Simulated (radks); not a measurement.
Results of a calculation; reference values are marked as such.
Species: Au II. Configuration: [Xe] 4f14 5d10. Level of theory: scalar-relativistic Kohn-Sham, LDA (Slater exchange, Perdew-Wang correlation), spin-polarised, spherical densities, finite nucleus; Fermi nuclear charge, rms radius 5.4371 fm (a radial shooting solver on a logarithmic mesh with Libxc functionals).

X-ray form factor f0, the Fourier transform of the density (f0(0) = 78):

sin(theta)/lambda (1/angstrom),f0 (electrons)
0.05,77.128
0.1,74.718
0.15,71.271
0.2,67.326
0.25,63.299
0.3,59.435
0.4,52.567
0.5,46.883
0.6,42.144
0.8,34.518
1,28.488
1.25,22.778
1.5,18.911
2,14.701
